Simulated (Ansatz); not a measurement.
Ansatz (a first-principles code) input:
A basis named .json is the Basis Set Exchange file of that set.

Ansatz 0.2 input:
```yaml
crystal:
  periodic: [false, false, false]
  atoms:
    - {symbol: C, position_ang: [-0.75978784, 0.05014517, 0.07071473]}
    - {symbol: C, position_ang: [0.75978784, -0.05014517, -0.07071473]}
    - {symbol: Cl, position_ang: [1.34153413, -1.61205362, 0.56736060]}
    - {symbol: Cl, position_ang: [1.55484951, 1.28751350, 0.80316919]}
    - {symbol: Cl, position_ang: [-1.55484951, -1.28751350, -0.80316919]}
    - {symbol: Cl, position_ang: [-1.34153413, 1.61205362, -0.56736060]}
    - {symbol: H, position_ang: [-1.05489891, -0.01286713, 1.11249249]}
    - {symbol: H, position_ang: [1.05489891, 0.01286713, -1.11249249]}
basis:
  gaussian:
    orbitals: aug-cc-pV_D+d_Z.json
magnetization: {spin_polarized: false}
correlation: {method: ccsd_t, electrons: outside_noble_gas}
output: {forces: true}
```

Question: What final total energy does it print?

Answer: -1915.91476 Eh (CCSD(T)/aug-cc-pV(D+d)Z). The basis has 192 functions. The run takes roughly 15 core-minutes.
